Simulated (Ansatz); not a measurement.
```yaml
crystal:
  periodic: [false, false, false]
  atoms:
    - {symbol: C, position_ang: [-0.309989, -1.360707, -0.693157]}
    - {symbol: Ta, position_ang: [0.242124, 0.453081, 0.347132]}
    - {symbol: O, position_ang: [1.546543, -0.011114, 1.368034]}
    - {symbol: O, position_ang: [-1.262259, 1.018620, 1.370094]}
    - {symbol: O, position_ang: [0.808713, 1.722184, -0.955873]}
    - {symbol: H, position_ang: [-0.606178, -2.137978, 0.017822]}
    - {symbol: H, position_ang: [0.536290, -1.747544, -1.268986]}
    - {symbol: H, position_ang: [-1.144030, -1.184629, -1.380266]}
    - {symbol: H, position_ang: [-1.393209, 1.079032, 2.316377]}
    - {symbol: H, position_ang: [1.665096, 2.117854, -1.118076]}
basis:
  gaussian: {orbitals: def2-TZVPP, point_charges: [{charge: 2.00, position_ang: [6.534, 0.334, -0.969]}]}
magnetization: {spin_polarized: true, initial_magnetization: 8}
hamiltonian: {xc: {name: RPBE}}
scf: {lower_state_search: off}
```

```sh
$ ansatz run in.yaml --threads 4 --pin off --events-out ev --progress --plain --max-ram 10444MiB
```

It prints (some lines left out):

```
Functional definition: RPBE
1265 factors; their error is unknown
mean field evaluation 1: about -8770.7778 eV, gradient 6.8e1 eV
mean field evaluation 2: about -8462.7174 eV, gradient 2.4e2 eV
mean field evaluation 4: about -8756.8478 eV, gradient 8.0e1 eV
mean field evaluation 8: about -8796.6020 eV, gradient 4.0e0 eV
mean field evaluation 16: about -8796.8093 eV, gradient 1.5e-2 eV
mean field -8796.80920832 eV, -323.2767757142 hartree, gradient 2.8e-6 eV, S^2 20.009440; 0 other end points of the search recorded, 0 dependent functions left out
reference -8796.80927770 eV, -323.2767782638 hartree; 28, 20 occupied and 222, 230 virtual orbitals, 1265 factors
Total energy: -8796.80927770 eV, -323.2767782638 hartree
Checks for a lower state left out: stability, starts, cluster_reference, orbital_swaps, neighbouring_geometries, increment
```

In this input the spin is set far too high for this molecule. The calculation finished and met its thresholds. The result belongs to that input, not to the molecule as meant.
